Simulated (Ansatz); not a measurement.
Ansatz (a program for electronic structure) input (B3LYP-D3(BJ)/def2-TZVP):

Ansatz 0.2 input:
```yaml
crystal:
  periodic: [false, false, false]
  atoms:
    - {symbol: C, position_ang: [-2.55647255, -0.24218046, -0.72557897]}
    - {symbol: C, position_ang: [-1.19620784, -0.08118678, -0.16016136]}
    - {symbol: C, position_ang: [-0.81722847, 0.98523836, 0.82159455]}
    - {symbol: C, position_ang: [0.71997877, 1.02232317, 0.76341571]}
    - {symbol: C, position_ang: [1.12866725, -0.39506981, 0.32891261]}
    - {symbol: C, position_ang: [2.54378674, -0.50177149, -0.21801168]}
    - {symbol: C, position_ang: [0.02006434, -0.78309158, -0.66744090]}
    - {symbol: H, position_ang: [-2.73171849, -1.26225892, -1.07783844]}
    - {symbol: H, position_ang: [-2.72684343, 0.42098001, -1.58963356]}
    - {symbol: H, position_ang: [-3.33085468, 0.00133262, 0.00742056]}
    - {symbol: H, position_ang: [-1.16641539, 0.73379544, 1.83478519]}
    - {symbol: H, position_ang: [-1.27018308, 1.95640058, 0.58795893]}
    - {symbol: H, position_ang: [1.18296133, 1.32461941, 1.70408325]}
    - {symbol: H, position_ang: [1.04221393, 1.73510094, -0.00247153]}
    - {symbol: H, position_ang: [1.03624909, -1.05412125, 1.19979942]}
    - {symbol: H, position_ang: [3.28262098, -0.20448733, 0.52964526]}
    - {symbol: H, position_ang: [2.67050800, 0.14695894, -1.08901027]}
    - {symbol: H, position_ang: [2.77596894, -1.52350715, -0.52676718]}
    - {symbol: H, position_ang: [0.29288565, -0.43316969, -1.67922358]}
    - {symbol: H, position_ang: [-0.11292226, -1.86721219, -0.75512770]}
basis:
  gaussian:
    orbitals: def2-TZVP
hamiltonian:
  xc: b3lyp
  dispersion: d3bj
magnetization: {spin_polarized: true, initial_magnetization: 1}
phonons: {temperatures: {t_min: 298.15, t_max: 298.15, t_step: 100}}
```

Output:

```
Functional definition: B3LYP
integrals: 0.29 GiB planned
1832 factors; their error is unknown
0.42 GiB of the device are held for the grids
2.03 GiB of device memory are held for the factors and their scratch space
mean field: 2.54 GiB planned
mean field evaluation 1: about -7454.6317 eV, gradient 6.2e1 eV
mean field evaluation 2: about -7437.1203 eV, gradient 8.4e1 eV
mean field evaluation 4: about -7473.0715 eV, gradient 5.1e0 eV
mean field evaluation 8: about -7473.1894 eV, gradient 8.4e-2 eV
mean field evaluation 16: about -7473.1386 eV, gradient 7.1e-4 eV
mean field -7473.13859272 eV, -274.6327778070 hartree, gradient 1.9e-5 eV, S^2 0.754451; 0 other end points of the search recorded, 0 dependent functions left out
the calculation of the forces begins
reference -7473.13894896 eV, -274.6327908989 hartree; 28, 27 occupied and 267, 268 virtual orbitals, 1832 factors
these checks for a lower state are left out or cut short: stability, starts, cluster_reference, orbital_swaps, neighbouring_geometries, increment
integrals: 0.29 GiB planned
1832 factors; their error is unknown
0.42 GiB of the device are held for the grids
2.03 GiB of device memory are held for the factors and their scratch space
mean field: 2.54 GiB planned
mean field -7473.13836060 eV, -274.6327692768 hartree, gradient 3.1e-6 eV, S^2 0.754448; 0 other end points of the search recorded, 0 dependent functions left out
the calculation of the forces begins
reference -7473.13871691 eV, -274.6327823712 hartree; 28, 27 occupied and 267, 268 virtual orbitals, 1832 factors
these checks for a lower state are left out or cut short: stability, starts, cluster_reference, orbital_swaps, neighbouring_geometries, increment
integrals: 0.29 GiB planned
1832 factors; their error is unknown
0.42 GiB of the device are held for the grids
2.03 GiB of device memory are held for the factors and their scratch space
mean field: 2.55 GiB planned
mean field evaluation 32: about -7473.1385 eV, gradient 8.7e-3 eV
mean field -7473.13852571 eV, -274.6327753445 hartree, gradient 3.1e-6 eV, S^2 0.754455; 0 other end points of the search recorded, 0 dependent functions left out
the calculation of the forces begins
reference -7473.13888188 eV, -274.6327884338 hartree; 28, 27 occupied and 267, 268 virtual orbitals, 1832 factors
these checks for a lower state are left out or cut short: stability, starts, cluster_reference, orbital_swaps, neighbouring_geometries, increment
integrals: 0.29 GiB planned
1832 factors; their error is unknown
0.42 GiB of the device are held for the grids
2.03 GiB of device memory are held for the factors and their scratch space
mean field: 2.54 GiB planned
mean field -7473.13842038 eV, -274.6327714739 hartree, gradient 3.1e-6 eV, S^2 0.754447; 0 other end points of the search recorded, 0 dependent functions left out
the calculation of the forces begins
reference -7473.13877669 eV, -274.6327845680 hartree; 28, 27 occupied and 267, 268 virtual orbitals, 1832 factors
these checks for a lower state are left out or cut short: stability, starts, cluster_reference, orbital_swaps, neighbouring_geometries, increment
integrals: 0.29 GiB planned
1832 factors; their error is unknown
0.42 GiB of the device are held for the grids
2.03 GiB of device memory are held for the factors and their scratch space
mean field: 2.54 GiB planned
mean field -7473.13844502 eV, -274.6327723795 hartree, gradient 3.1e-6 eV, S^2 0.754456; 0 other end points of the search recorded, 0 dependent functions left out
[...]
1832 factors; their error is unknown
0.42 GiB of the device are held for the grids
2.03 GiB of device memory are held for the factors and their scratch space
mean field: 2.55 GiB planned
mean field -7473.13855342 eV, -274.6327763628 hartree, gradient 3.1e-6 eV, S^2 0.754452; 0 other end points of the search recorded, 0 dependent functions left out
the calculation of the forces begins
reference -7473.13890964 eV, -274.6327894536 hartree; 28, 27 occupied and 267, 268 virtual orbitals, 1832 factors
these checks for a lower state are left out or cut short: stability, starts, cluster_reference, orbital_swaps, neighbouring_geometries, increment
integrals: 0.29 GiB planned
1832 factors; their error is unknown
0.42 GiB of the device are held for the grids
2.03 GiB of device memory are held for the factors and their scratch space
mean field: 2.54 GiB planned
mean field evaluation 800: about -7473.1376 eV, gradient 5.6e-1 eV
mean field -7473.13858696 eV, -274.6327775955 hartree, gradient 3.1e-6 eV, S^2 0.754450; 0 other end points of the search recorded, 0 dependent functions left out
the calculation of the forces begins
reference -7473.13894324 eV, -274.6327906884 hartree; 28, 27 occupied and 267, 268 virtual orbitals, 1832 factors
these checks for a lower state are left out or cut short: stability, starts, cluster_reference, orbital_swaps, neighbouring_geometries, increment
integrals: 0.29 GiB planned
1832 factors; their error is unknown
0.42 GiB of the device are held for the grids
2.03 GiB of device memory are held for the factors and their scratch space
mean field: 2.54 GiB planned
mean field -7473.13846674 eV, -274.6327731774 hartree, gradient 3.1e-6 eV, S^2 0.754448; 0 other end points of the search recorded, 0 dependent functions left out
the calculation of the forces begins
reference -7473.13882301 eV, -274.6327862702 hartree; 28, 27 occupied and 267, 268 virtual orbitals, 1832 factors
these checks for a lower state are left out or cut short: stability, starts, cluster_reference, orbital_swaps, neighbouring_geometries, increment
integrals: 0.29 GiB planned
1832 factors; their error is unknown
0.42 GiB of the device are held for the grids
2.03 GiB of device memory are held for the factors and their scratch space
mean field: 2.54 GiB planned
mean field -7473.13856240 eV, -274.6327766929 hartree, gradient 3.1e-6 eV, S^2 0.754455; 0 other end points of the search recorded, 0 dependent functions left out
the calculation of the forces begins
reference -7473.13891862 eV, -274.6327897838 hartree; 28, 27 occupied and 267, 268 virtual orbitals, 1832 factors
these checks for a lower state are left out or cut short: stability, starts, cluster_reference, orbital_swaps, neighbouring_geometries, increment
integrals: 0.29 GiB planned
1832 factors; their error is unknown
0.42 GiB of the device are held for the grids
2.03 GiB of device memory are held for the factors and their scratch space
mean field: 2.55 GiB planned
mean field -7473.13857305 eV, -274.6327770844 hartree, gradient 3.1e-6 eV, S^2 0.754451; 0 other end points of the search recorded, 0 dependent functions left out
the calculation of the forces begins
reference -7473.13892929 eV, -274.6327901760 hartree; 28, 27 occupied and 267, 268 virtual orbitals, 1832 factors
these checks for a lower state are left out or cut short: stability, starts, cluster_reference, orbital_swaps, neighbouring_geometries, increment
integrals: 0.29 GiB planned
1832 factors; their error is unknown
0.42 GiB of the device are held for the grids
2.03 GiB of device memory are held for the factors and their scratch space
mean field: 2.54 GiB planned
mean field evaluation 832: about -7473.1386 eV, gradient 3.1e-6 eV
mean field -7473.13858081 eV, -274.6327773694 hartree, gradient 3.1e-6 eV, S^2 0.754451; 0 other end points of the search recorded, 0 dependent functions left out
the calculation of the forces begins
reference -7473.13893706 eV, -274.6327904616 hartree; 28, 27 occupied and 267, 268 virtual orbitals, 1832 factors
these checks for a lower state are left out or cut short: stability, starts, cluster_reference, orbital_swaps, neighbouring_geometries, increment
integrals: 0.29 GiB planned
1832 factors; their error is unknown
0.42 GiB of the device are held for the grids
2.03 GiB of device memory are held for the factors and their scratch space
mean field: 2.54 GiB planned
mean field -7473.13845043 eV, -274.6327725781 hartree, gradient 3.1e-6 eV, S^2 0.754450; 0 other end points of the search recorded, 0 dependent functions left out
the calculation of the forces begins
reference -7473.13880662 eV, -274.6327856677 hartree; 28, 27 occupied and 267, 268 virtual orbitals, 1832 factors
these checks for a lower state are left out or cut short: stability, starts, cluster_reference, orbital_swaps, neighbouring_geometries, increment
integrals: 0.29 GiB planned
1832 factors; their error is unknown
0.42 GiB of the device are held for the grids
2.03 GiB of device memory are held for the factors and their scratch space
mean field: 2.55 GiB planned
mean field -7473.13854314 eV, -274.6327759853 hartree, gradient 3.1e-6 eV, S^2 0.754452; 0 other end points of the search recorded, 0 dependent functions left out
the calculation of the forces begins
reference -7473.13889945 eV, -274.6327890793 hartree; 28, 27 occupied and 267, 268 virtual orbitals, 1832 factors
these checks for a lower state are left out or cut short: stability, starts, cluster_reference, orbital_swaps, neighbouring_geometries, increment
integrals: 0.29 GiB planned
1832 factors; their error is unknown
0.42 GiB of the device are held for the grids
2.03 GiB of device memory are held for the factors and their scratch space
mean field: 2.55 GiB planned
mean field -7473.13855857 eV, -274.6327765522 hartree, gradient 3.1e-6 eV, S^2 0.754450; 0 other end points of the search recorded, 0 dependent functions left out
the calculation of the forces begins
reference -7473.13891481 eV, -274.6327896437 hartree; 28, 27 occupied and 267, 268 virtual orbitals, 1832 factors
these checks for a lower state are left out or cut short: stability, starts, cluster_reference, orbital_swaps, neighbouring_geometries, increment
integrals: 0.29 GiB planned
1832 factors; their error is unknown
0.42 GiB of the device are held for the grids
2.03 GiB of device memory are held for the factors and their scratch space
mean field: 2.54 GiB planned
mean field -7473.13859625 eV, -274.6327779371 hartree, gradient 3.1e-6 eV, S^2 0.754452; 0 other end points of the search recorded, 0 dependent functions left out
the calculation of the forces begins
reference -7473.13895251 eV, -274.6327910293 hartree; 28, 27 occupied and 267, 268 virtual orbitals, 1832 factors
Total energy: -7473.93225019 eV, -274.6619441812 hartree
Atom 0 at    -2.556473    -0.242180    -0.725579 Å, force     0.000097    -0.000080    -0.000341 eV/Å
Atom 1 at    -1.196208    -0.081187    -0.160161 Å, force     0.000020    -0.000223    -0.000091 eV/Å
Atom 2 at    -0.817228     0.985238     0.821595 Å, force     0.000212     0.000240    -0.000277 eV/Å
Atom 3 at     0.719979     1.022323     0.763416 Å, force     0.000406    -0.000025     0.000213 eV/Å
Atom 4 at     1.128667    -0.395070     0.328913 Å, force    -0.000708    -0.000366     0.000058 eV/Å
Atom 5 at     2.543787    -0.501771    -0.218012 Å, force    -0.000323     0.000525    -0.000083 eV/Å
Atom 6 at     0.020064    -0.783092    -0.667441 Å, force     0.000484    -0.000384    -0.000074 eV/Å
Atom 7 at    -2.731718    -1.262259    -1.077838 Å, force     0.000134     0.000175     0.000040 eV/Å
Atom 8 at    -2.726843     0.420980    -1.589634 Å, force     0.000030     0.000109     0.000233 eV/Å
Atom 9 at    -3.330855     0.001333     0.007421 Å, force    -0.000364    -0.000028     0.000037 eV/Å
Atom 10 at    -1.166415     0.733795     1.834785 Å, force     0.000184    -0.000026     0.000185 eV/Å
Atom 11 at    -1.270183     1.956401     0.587959 Å, force    -0.000059    -0.000010     0.000090 eV/Å
Atom 12 at     1.182961     1.324619     1.704083 Å, force     0.000089     0.000267     0.000113 eV/Å
Atom 13 at     1.042214     1.735101    -0.002472 Å, force    -0.000110     0.000176     0.000035 eV/Å
Atom 14 at     1.036249    -1.054121     1.199799 Å, force    -0.000129    -0.000110     0.000367 eV/Å
Atom 15 at     3.282621    -0.204487     0.529645 Å, force     0.000073     0.000055     0.000111 eV/Å
Atom 16 at     2.670508     0.146959    -1.089010 Å, force     0.000222     0.000147    -0.000310 eV/Å
Atom 17 at     2.775969    -1.523507    -0.526767 Å, force    -0.000096    -0.000215     0.000026 eV/Å
Atom 18 at     0.292886    -0.433170    -1.679224 Å, force    -0.000114    -0.000080    -0.000263 eV/Å
Atom 19 at    -0.112922    -1.867212    -0.755128 Å, force    -0.000047    -0.000147    -0.000068 eV/Å
Dipole moment:    -0.000778     0.003010     0.005636 e Å
Vibrations: 81.94 92.18 165.16 202.60 235.17 253.34 358.00 427.19 512.55 575.04 761.76 829.18 855.39 898.19 923.75 942.07 970.34 993.12 999.16 1030.17 1094.48 1115.08 1142.33 1206.36 1230.84 1246.32 1275.61 1287.89 1319.19 1344.76 1364.92 1390.09 1407.01 1413.28 1469.79 1472.52 1477.36 1483.96 1495.95 1498.33 1503.42 2897.63 2928.42 2941.69 2992.50 2997.84 3013.93 3020.00 3026.21 3027.41 3070.67 3075.48 3081.87 3083.88 cm⁻¹, zero-point energy 4.928578 eV
```

It need not be the lowest isomer of its formula.
